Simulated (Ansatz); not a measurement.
Predicting a hybrid from its neighbours: TiH4O4

TiH4O4: 9 atoms, total charge 0, spin state singlet. SMILES: `O[Ti](O)(O)O`. Geometry: relaxed at PBE0-D4/def2-TZVP. This is one conformer, not always the lowest.

The vertical ionisation energy (to the doublet cation) y, in eV, basis def2-SVP; a is the functional's share of exact exchange. Programs: Ansatz 0.2.0.

```
functional  program     a  y (eV)
    r2SCAN   Ansatz     0   10.34
       PBE   Ansatz     0    9.97
     B3LYP   Ansatz   0.2   10.63
      PBE0   Ansatz  0.25       ?
     BHLYP   Ansatz   0.5   11.07
```

Problem. Fit y = c + s·a to the known rows and predict PBE0.

Solution. 
1. Means of the 4 rows: a = 0.1750, y = 10.503.
2. Σ(Δa)² = 0.1675, Σ(Δa·Δy) = 0.30925, so the slope is 0.30925/0.1675 = 1.8463.
3. Intercept: 10.503 − (1.8463) × 0.1750 = 10.180. The largest residual of the fit is 0.21.
4. PBE0: 10.180 + (1.8463) × 0.25 = 10.64 eV.

The run gave 10.78 eV, so the prediction is off by -0.14 eV, within the scatter of the fit. The rows mix families of semi-local functionals, which the line can't see.
